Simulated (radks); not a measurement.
The numbers below are computed, except where a source is named.
Nd, configuration [Xe] 4f4 6s1 6d1 (not the ground configuration).

Level of theory: Dirac Kohn-Sham, BLYP, spin-unpolarised, spherical densities, finite nucleus; open shells are shared between the two j in proportion to 2j + 1; Fermi nuclear charge, rms radius 4.9123 fm (a radial shooting solver on a logarithmic mesh with Libxc functionals).

Energy parts (eV):
total: -262044.63
kinetic: 282578.64
electron-nucleus: -640031.13
Hartree: 101497.31
exchange-correlation: -6089.44

Orbitals (lengths in bohr, moments of r in powers of bohr; <r^-3> diverges for s and p1/2; r(max) is where P^2 peaks):
| orbital | occ. | eigenvalue (eV) | <r^-3> | r(max) |
|---|---|---|---|---|
| 1s1/2 | 2 | -43366.05 | - | 0.01509 |
| 2s1/2 | 2 | -7013.840 | - | 0.08565 |
| 2p1/2 | 2 | -6636.503 | - | 0.06507 |
| 2p3/2 | 4 | -6116.233 | 7953 | 0.07052 |
| 3s1/2 | 2 | -1523.814 | - | 0.2440 |
| 3p1/2 | 2 | -1362.549 | - | 0.2308 |
| 3p3/2 | 4 | -1258.711 | 1633 | 0.2425 |
| 3d3/2 | 4 | -977.5944 | 270.3 | 0.1941 |
| 3d5/2 | 6 | -955.1444 | 244.0 | 0.1974 |
| 4s1/2 | 2 | -305.3125 | - | 0.5654 |
| 4p1/2 | 2 | -244.4575 | - | 0.5728 |
| 4p3/2 | 4 | -221.9099 | 355.5 | 0.5979 |
| 4d3/2 | 4 | -121.8735 | 49.02 | 0.6139 |
| 4d5/2 | 6 | -117.8917 | 43.75 | 0.6221 |
| 5s1/2 | 2 | -43.5148 | - | 1.319 |
| 5p1/2 | 2 | -27.2920 | - | 1.447 |
| 5p3/2 | 4 | -24.2528 | 47.27 | 1.521 |
| 6s1/2 | 1 | -5.6933 | - | 3.542 |
| 4f5/2 | 1.71429 | -5.0458 | 4.976 | 0.6598 |
| 4f7/2 | 2.28571 | -4.6411 | 4.798 | 0.6651 |
| 6d3/2 | 0.4 | -0.5756 | 0.1366 | 10.39 |
| 6d5/2 | 0.6 | -0.5646 | 0.1234 | 10.49 |

The highest occupied level is 6d5/2 at -0.565 eV. Summed over all electrons, <r^2> = 220.2 bohr^2, which gives a Langevin (diamagnetic) susceptibility term of -174 x 10^-6 cm^3/mol. The density falls to 0.001 e/bohr^3 at r = 4.62 bohr. The electron density at the nucleus is 4.538e+05 e/bohr^3.
